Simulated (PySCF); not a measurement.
C6H5NO.
Cartesian coordinates in Å at the PBE0-D3(BJ)/def2-SVP level; atoms count from 1:
```
atom  x, y, z in Å
O1     3.0541    0.6787    0.1912
C2     2.3405   -0.2714   -0.0018
C3     0.8521   -0.2085    0.0058
C4     0.2026    1.0053    0.2466
C5    -1.1872    1.0141    0.2428
C6    -1.8596   -0.1824    0.0005
C7    -1.1119   -1.3402   -0.2284
N8     0.2154   -1.3577   -0.2266
H9     2.7364   -1.2964   -0.2061
H10    0.8026    1.8995    0.4279
H11   -1.7413    1.9381    0.4256
H12   -2.9509   -0.2238   -0.0123
H13   -1.6163   -2.2939   -0.4214
```

Computed with PySCF at PBE0/pcSseg-1, non-relativistic, on one gas-phase PBE0-D3(BJ)/def2-SVP geometry that isn't relaxed in the solvent. The solvent is an IEF-PCM continuum (van der Waals radii × 1.2). The model holds no explicit solvent molecules, cavitation or dispersion.

```json
{"run": "gas", "E − E(gas) (kJ/mol)": "0.00", "HOMO (eV)": "-7.57", "HOMO–LUMO gap (eV)": "5.40", "dipole (D)": "3.71"}
{"run": "P", "E − E(gas) (kJ/mol)": "-26.99", "HOMO (eV)": "-7.71", "HOMO–LUMO gap (eV)": "5.55", "dipole (D)": "4.91"}
{"run": "Q", "E − E(gas) (kJ/mol)": "-19.44", "HOMO (eV)": "-7.66", "HOMO–LUMO gap (eV)": "5.51", "dipole (D)": "4.56"}
{"run": "R", "E − E(gas) (kJ/mol)": "-22.30", "HOMO (eV)": "-7.68", "HOMO–LUMO gap (eV)": "5.52", "dipole (D)": "4.69"}
```

Question: The runs were made in chloroform, dimethylsulfoxide and tetrahydrofuran. Which run belongs to which solvent?

Answer: P = dimethylsulfoxide, Q = chloroform, R = tetrahydrofuran. The dielectric constants are 4.711 (chloroform), 7.426 (tetrahydrofuran), 46.83 (dimethylsulfoxide), and the energy falls further as ε rises. In this model the ground state sees the solvent through ε alone.

Question: How constant is the ratio of the lowering to (ε − 1)/(2ε + 1)?

Answer: 
```tsv
solvent	(ε − 1)/(2ε + 1)	E − E(gas) (kJ/mol)	ratio (kJ/mol)	polarisation term (kJ/mol)
chloroform	0.356	-19.44	-54.6	-21.86
tetrahydrofuran	0.405	-22.30	-55.0	-25.52
dimethylsulfoxide	0.484	-26.99	-55.7	-31.77
```

The ratio changes by +2.1 % in size from chloroform to dimethylsulfoxide. The polarisation term is half the interaction of the solute with the induced surface charges.
